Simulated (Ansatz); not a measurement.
Reaction (ligand exchange at a Ge–O bond): `[OH][GeH2][OH]` + `N[SiH](O)Cl` → `[OH][GeH2][NH][SiH](O)Cl` + H₂O

Program: Ansatz. Geometries: PBE0-D4/def2-TZVP. ΔE: electronic, gas phase. CCSD(T)/CBS adds triple-zeta CCSD(T) − MP2 to the extrapolated MP2 energy (def2 sets, frozen cores). This one scheme is used for every species. DFT in def2-TZVPP. B3LYP here is the variant with VWN-RPA as its local correlation; programs differ in this. For Ge outer-core shells are correlated without core-valence functions, which leaves a few kJ/mol of doubt a bond. Scalar relativity is left out up to krypton. One conformer a species, not always the lowest.

```csv
level,ΔE (kJ/mol)
ωB97X-V,5.5
B2PLYP,9.9
PBE0,8.0
B3LYP,15.9
CCSD(T)/def2-TZVPP,-0.7
HF/def2-QZVPP,20.6
HF/CBS(def2),20.7
MP2/CBS(def2),-2.8
```

(1) What does CCSD(T)/CBS give? (Estimate.)

Largest T1 diagnostic among the species: 0.012.

Answers

(1) Computed: -2.2 kJ/mol. The listed levels differ from it by 7.7, 12.1, 10.2, 18.1, 1.5, 22.8, 22.9, -0.6 kJ/mol.

In def2-TZVPP, CCSD(T) changes the Hartree–Fock value by −20.5 kJ/mol (the triples alone add −2.8 kJ/mol) and MP2 by −21.1 kJ/mol. The D4 term adds −13.4 kJ/mol with B3LYP and −7.6 kJ/mol with PBE0; it sums over pairs of atoms, weighted by their polarisabilities, and B3LYP, whose exchange is more repulsive, gets the larger term.
